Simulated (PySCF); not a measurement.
Spinor energies of O⁴⁺ (oxygen, charge +4)

Start: [He] 2s2. Calculated with PySCF 2.14 in x2c-QZVPPall-2c: generalised Hartree-Fock with the X2C-1e Hamiltonian and a Gaussian nucleus; one run each with spin-orbit coupling (SO) switched off, then screened by Boettger's factors.

```
spinor shell  electrons  ε, spin-free (eV)  ε, screened SO (eV)  weight of nominal j (screened SO)  rms radius, screened SO (bohr)
       1s1/2          2            -669.61              -669.61                              1.000                           0.228
       2s1/2          2            -111.40              -111.40                              1.000                            1.01
```

```
   quantity  spin-free  screened SO
E (hartree)  -68.31051    -68.31051
        M_J          0            0
       ⟨J²⟩      0.000        0.000
       ⟨L²⟩      0.000        0.000
       ⟨S²⟩      0.000        0.000
```

Without spin-orbit coupling the j labels of p, d and f shells carry no meaning; the spin-free column gives the mean over the occupied spinors of each nl shell.
